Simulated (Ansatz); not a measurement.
`[SiH3]B[CH2][InH2]` + `CNC` → `C[N](C)[InH2]` + `CB[SiH3]`  (ligand exchange at the In–C bond)

Gas-phase electronic energies from Ansatz, PBE0-D4/def2-TZVP geometries. CCSD(T)/CBS is the MP2 limit (def2-TZVPP, def2-QZVPP) plus CCSD(T) − MP2 in def2-TZVPP, frozen cores. DFT in def2-TZVPP. Elements past krypton have def2 core potentials. For In outer-core shells are correlated without core-valence functions, which leaves a few kJ/mol of doubt a bond. Each species was taken in one conformer, which may not be the lowest.

`[SiH3]B[CH2][InH2]`:

```xyz
12

Si   -1.522   -0.732    0.103
B     0.466   -1.095    0.121
C     1.284   -0.364   -0.877
In    0.624    1.439    0.446
H    -1.624    0.783    0.363
H    -2.209   -0.870   -1.210
H    -2.365   -1.316    1.177
H     0.966   -1.669    1.047
H     0.877    0.030   -1.808
H     2.371   -0.434   -0.895
H     0.739    1.470    2.153
H     0.394    2.759   -0.620
```

`CNC`:

```xyz
10

C    -0.587   -1.042   -0.174
N    -0.394    0.186    0.561
C     0.777    0.916    0.132
H    -1.511   -1.527    0.146
H     0.237   -1.729    0.041
H    -0.627   -0.908   -1.269
H    -1.214    0.771    0.474
H     1.674    0.335    0.363
H     0.847    1.861    0.676
H     0.797    1.137   -0.950
```

`C[N](C)[InH2]`:

```xyz
12

C     0.150   -0.972    1.029
N     0.013   -0.002   -0.024
C    -0.905    1.051    0.317
In    1.000   -0.105   -1.781
H     0.850   -1.761    0.747
H     0.519   -0.514    1.961
H    -0.813   -1.450    1.272
H    -0.583    1.599    1.217
H    -0.994    1.774   -0.497
H    -1.914    0.661    0.529
H     2.030   -1.465   -1.920
H     0.647    1.184   -2.851
```

`CB[SiH3]`:

```xyz
10

C     1.340    0.635   -0.545
B    -0.012    0.665    0.212
Si   -1.269   -0.907    0.361
H     2.063    0.397    0.256
H     1.662    1.599   -0.947
H     1.453   -0.148   -1.296
H    -0.327    1.672    0.787
H    -1.686   -1.149    1.772
H    -0.717   -2.180   -0.185
H    -2.505   -0.583   -0.414
```

Task: Is it downhill or uphill in electronic energy at CCSD(T)/CBS, and by how much? (An estimate is asked.)

Result: Ansatz gave: Uphill: ΔE = +0.29 eV.

Task: What do these levels give: PBE-D4, revPBE-D4, BLYP-D4, B2PLYP, BLYP, r2SCAN, PBE0, CAM-B3LYP, HF/def2-SVP, HF/def2-TZVPP, SCS-MP2/def2-QZVPP, HF/CBS(def2)? (Best estimate.)

Result: Ansatz gave: PBE-D4 0.29, revPBE-D4 0.25, BLYP-D4 0.10, B2PLYP 0.14, BLYP 0.05, r2SCAN 0.26, PBE0 0.29, CAM-B3LYP 0.08, HF/def2-SVP -0.16, HF/def2-TZVPP -0.07, SCS-MP2/def2-QZVPP 0.22, HF/CBS(def2) -0.07 eV.

Largest T1 diagnostic among the species: 0.017.

At CCSD(T), def2-SVP lies −0.17 eV from the extrapolated value and def2-TZVPP −0.04 eV. From BLYP to BHLYP (50 % exact exchange), in def2-TZVPP and without D4, ΔE moves by +0.04 eV.
